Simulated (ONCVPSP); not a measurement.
## aluminium, ONCV: configuration errors across variants

Al, optimised norm-conserving Vanderbilt (ONCV), made with ONCVPSP 4.0.1 (LDA (Perdew-Zunger), scalar-relativistic). Core [Ne], reference 3s1 3p2. Waves: 3s: rc 1.75 bohr, ncon 3, nbas 6, qcut 4.2 1/bohr, 1 projector; 3p: rc 1.70 bohr, ncon 4, nbas 7, qcut 5 1/bohr, 2 projectors, debl 3.9 Ha; d scattering state at 0.44 Ha: rc 1.90 bohr, ncon 3, nbas 7, qcut 4.2 1/bohr, 2 projectors, debl 0.7 Ha. Local part: polynomial inside 1.10 bohr (lpopt 4, dvloc0 0 Ha). Core correction: Teter function, fcfact 3.75, rcfact 1.6.

All-electron excitation energies from the reference (eV): (1) 3s2 3p1 -5.155; (2) 3s2 3p0 0.691; (3) 3s1 3p0 20.069; (4) 3s1 3p1 6.511.

2 further variants failed, have other tests or another functional or relativity, and are left out.

Errors AE − PS in meV (a dash: test not solved or not reliable):

```tsv
change	(1)	(2)	(3)	(4)	bound ghosts	GHOST(+) flags above zero
base	-0.4	-1.1	-33	-2.9	none	s
d: rc 1.8	-0.4	-1.1	-33	-2.9	none	s
s: qcut 6	-0.4	-1.1	-33	-2.9	none	s
```

(1) Give the same row for: s: qcut 5.4; p: qcut 6.4; d: qcut 5.4.

Results:

(1) +0.3, -0.2, -34, -3.0; bound ghosts: none; GHOST(+) flags above zero: s.
